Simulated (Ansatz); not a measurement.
`C[SiH2]NCO` + `[OH][SnH3]` → `OC[O][SnH3]` + `C[SiH2]N`  (substitution at a C–N bond)

Gas-phase electronic energies from Ansatz, PBE0-D4/def2-TZVP geometries. CCSD(T)/CBS adds triple-zeta CCSD(T) − MP2 to the extrapolated MP2 energy (def2 sets, frozen cores). Functionals use def2-TZVPP. B3LYP here is the variant with VWN-RPA as its local correlation; programs differ in this. Elements past krypton have def2 core potentials. For Sn outer-core shells are correlated without core-valence functions, which leaves a few kJ/mol of doubt a bond. Each species was taken in one conformer, which may not be the lowest.

```json
{"level": "PBE-D4", "ΔE (kJ/mol)": "13.0", "difference from CCSD(T)/CBS": "1.5"}
{"level": "r2SCAN-D4", "ΔE (kJ/mol)": "9.7", "difference from CCSD(T)/CBS": "-1.8"}
{"level": "PBE0-D4", "ΔE (kJ/mol)": "13.2", "difference from CCSD(T)/CBS": "1.7"}
{"level": "B3LYP-D4", "ΔE (kJ/mol)": "10.9", "difference from CCSD(T)/CBS": "-0.6"}
{"level": "ωB97X-V", "ΔE (kJ/mol)": "10.9", "difference from CCSD(T)/CBS": "-0.6"}
{"level": "ωB97M-V", "ΔE (kJ/mol)": "11.8", "difference from CCSD(T)/CBS": "0.3"}
{"level": "B2PLYP", "ΔE (kJ/mol)": "10.3", "difference from CCSD(T)/CBS": "-1.2"}
{"level": "PBE", "ΔE (kJ/mol)": "11.7", "difference from CCSD(T)/CBS": "0.2"}
{"level": "r2SCAN", "ΔE (kJ/mol)": "9.1", "difference from CCSD(T)/CBS": "-2.4"}
{"level": "PBE0", "ΔE (kJ/mol)": "12.1", "difference from CCSD(T)/CBS": "0.6"}
{"level": "B3LYP", "ΔE (kJ/mol)": "9.1", "difference from CCSD(T)/CBS": "-2.4"}
{"level": "HF/def2-TZVPP", "ΔE (kJ/mol)": "4.9", "difference from CCSD(T)/CBS": "-6.6"}
{"level": "MP2/def2-TZVPP", "ΔE (kJ/mol)": "13.8", "difference from CCSD(T)/CBS": "2.3"}
{"level": "SCS-MP2/def2-TZVPP", "ΔE (kJ/mol)": "12.0", "difference from CCSD(T)/CBS": "0.5"}
{"level": "CCSD/def2-TZVPP", "ΔE (kJ/mol)": "11.0", "difference from CCSD(T)/CBS": "-0.5"}
{"level": "CCSD(T)/def2-TZVPP", "ΔE (kJ/mol)": "11.4", "difference from CCSD(T)/CBS": "-0.1"}
{"level": "HF/def2-QZVPP", "ΔE (kJ/mol)": "4.5", "difference from CCSD(T)/CBS": "-7.0"}
{"level": "MP2/def2-QZVPP", "ΔE (kJ/mol)": "13.7", "difference from CCSD(T)/CBS": "2.2"}
{"level": "SCS-MP2/def2-QZVPP", "ΔE (kJ/mol)": "12.1", "difference from CCSD(T)/CBS": "0.6"}
{"level": "HF/CBS(def2)", "ΔE (kJ/mol)": "4.5", "difference from CCSD(T)/CBS": "-7.0"}
{"level": "MP2/CBS(def2)", "ΔE (kJ/mol)": "13.8", "difference from CCSD(T)/CBS": "2.3"}
{"level": "CCSD/CBS(def2)", "ΔE (kJ/mol)": "11.1", "difference from CCSD(T)/CBS": "-0.4"}
{"level": "CCSD(T)/CBS", "ΔE (kJ/mol)": "11.5", "difference from CCSD(T)/CBS": "0"}
```

Largest T1 diagnostic among the species: 0.014.

In def2-TZVPP, CCSD(T) changes the Hartree–Fock value by +6.6 kJ/mol (the triples alone add +0.4 kJ/mol) and MP2 by +8.9 kJ/mol.
